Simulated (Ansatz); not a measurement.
A structure relaxed at PBE0-D4/def2-SVP in Ansatz, charge 0, singlet:

```xyz
12

Cd    0.6925   -1.1414    1.0604
Cd   -0.6992    2.2237   -0.1390
Cd    0.6334    0.3530   -2.2751
Cd    0.9403   -3.2528   -0.7136
Cd   -0.2111    2.4337    2.5212
Cd   -2.0794   -1.2958   -1.5768
O    -0.1156    0.0820    2.6880
O    -1.4243    0.2050    2.1172
O     1.7938   -1.2696   -1.7586
O     2.0521   -0.5539   -0.5167
O    -0.3454    2.0702   -2.1269
O    -1.2371    0.1460    0.7199
```

Give its formula.

Cd₆O₆ (the lowest singlet isomer of a short search).

Summarise the bond lengths by kind (pairs closer than 1.2 times the sum of covalent radii, bridged metal pairs left out).

10 × Cd–O 1.98 to 2.43 Å; 3 × Cd–Cd 2.71 to 3.25 Å; 3 × O–O 1.41 to 1.46 Å.

In the def2 sets Cd takes a core potential; there is no spin–orbit coupling. The structure holds 3 bonds between oxygen atoms, so isomers without such links may lie far lower. The restricted singlet is unstable towards broken spin symmetry in Hartree–Fock (as tested in another run); at PBE0-D4/def2-SVP this wasn't settled. The structure comes from a short search, and lower isomers may exist.
